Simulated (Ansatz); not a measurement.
Relaxation of CH4BrClSi (8 atoms, charge 0, multiplicity 1), to a largest force component of 0.015 eV/Å in at most 40 steps.

These are results of RKS LDA/def2-SVP in Ansatz 0.2.0, not measurements.

```xyz
8
Properties=species:S:1:pos:R:3
Si -0.147 0.770 0.398
C 0.307 -0.734 -0.456
Cl 1.005 -1.861 0.688
Br -1.157 -1.578 -1.290
H -0.789 1.776 -0.593
H -1.195 0.604 1.465
H 1.000 1.510 1.000
H 1.068 -0.545 -1.267
```

Question: Where does it end, and by what steps?

Answer: It converged. After 5 steps the energy has fallen by 0.263 eV; H6 moved furthest, 0.11 Å.

```json
{"step": "0", "energy less start (eV)": "0.0000", "largest force component (eV/Å)": "2.865", "accepted": "yes"}
{"step": "1", "energy less start (eV)": "-0.2172", "largest force component (eV/Å)": "1.112", "accepted": "yes"}
{"step": "2", "energy less start (eV)": "-0.1836", "largest force component (eV/Å)": "0.642", "accepted": "no"}
{"step": "3", "energy less start (eV)": "-0.2609", "largest force component (eV/Å)": "0.113", "accepted": "yes"}
{"step": "4", "energy less start (eV)": "-0.2626", "largest force component (eV/Å)": "0.036", "accepted": "yes"}
{"step": "5", "energy less start (eV)": "-0.2633", "largest force component (eV/Å)": "0.013", "accepted": "yes"}
```

```xyz
8
Properties=species:S:1:pos:R:3
Si -0.190 0.860 0.395
C 0.333 -0.746 -0.458
Cl 1.066 -1.821 0.743
Br -1.232 -1.526 -1.298
H -0.785 1.790 -0.628
H -1.199 0.497 1.445
H 1.028 1.486 1.020
H 1.070 -0.597 -1.274
```

Run time: 7.2 s on 2 threads of Arm Neoverse V2, with other jobs on the host, peak memory 0.15 GiB.
